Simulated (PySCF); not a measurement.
C7H4BrF3, SMILES c1cc(ccc1Br)C(F)(F)F at its GFN2-xTB optimised geometry (Å):

```
15

F     -1.7637    -2.4866    -1.2800
C     -1.3893    -2.1531    -0.0291
F     -2.5167    -2.1088     0.6974
F     -0.6727    -3.1850     0.4359
C     -0.6347    -0.8536     0.0000
C     -1.3449     0.3409    -0.0086
C     -0.6634     1.5433    -0.0089
C      0.7229     1.5351    -0.0042
Br     1.6613     3.1850    -0.0042
C      1.4382     0.3481     0.0000
C      0.7541    -0.8536     0.0000
H     -2.4238     0.3281    -0.0092
H     -1.2024     2.4776    -0.0129
H      2.5167     0.3625     0.0028
H      1.2965    -1.7862     0.0055
```

Computed with B3LYP/def2-TZVP in PySCF. Cells within 0.4 Å of a nucleus heavier than hydrogen are left out (blank, or x).

Map of the log10 of the electron density (e/bohr³), floored at −4 on the plane z = 0.0 Å:

```
|00000000000000001111000000000|
|00000000000000122332210000000|
|00000000000001234444332100000|
|00000000000012345666543200000|
|00000000011222456777654210000|
|000000001233334578x9765320000|
|000000002345544679xx865320000|
|00000001346765567899765320000|
|00000001357877667777654310000|
|00000002356888778776543210000|
|000001234568xx8xx865443210000|
|000002345678x878x876554210000|
|00001346778887678887765310000|
|0000135788xx76567xx8875320000|
|00001346778x876678x7765310000|
|00001245667888778876654210000|
|000012344567xx8xx875432100000|
|000013455568x888x875421000000|
|00002456667887677875420000000|
|0001246777xx76556775310000000|
|0000246777xx76545654310000000|
|00002356667887644433100000000|
|00001234556898753221000000000|
|00000123345788643100000000000|
|00000001234666532000000000000|
|00000000123444321000000000000|
|00000000001222100000000000000|
|00000000000000000000000000000|
|00000000000000000000000000000|
```
Scale: ten equal steps from -4.00 (start of '0') to 0.137 (end of '9'), in the order '0123456789'; x runs from -5.50 to 5.50, y from -5.50 (bottom) to 5.50 (top).
